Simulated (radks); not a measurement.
Results of a calculation; reference values are marked as such.
Task: The carbon ion C3+, [He] 2s1. Code: a radial shooting solver on a logarithmic mesh with Libxc functionals. Model: non-relativistic Kohn-Sham, PBE, spin-polarised, spherical densities, point nucleus. Every spin shell is full or empty, so the densities are truly spherical. Functionals are evaluated on that one density, not self-consistently. Rank these exchange functionals by their error against the exact value of the orbitals, and give that value: LDA, PBEsol, revPBE, PW91, PW86, OPTX, AM05, G96, EV93, APBE, TPSS, r2SCAN, Tao-Mo.

Result: Exact: -3.94226 hartree. From best to worst, with 100 (|E| - |E exact|)/|E exact| (equal figures are ties): revPBE +0.04, G96 -0.11, OPTX -0.14, r2SCAN -0.15, APBE +0.28, TPSS +0.37, PW86 +0.45, Tao-Mo +0.50, PW91 -0.96, EV93 +4.40, PBEsol -5.59, AM05 -10.39, LDA -13.31.
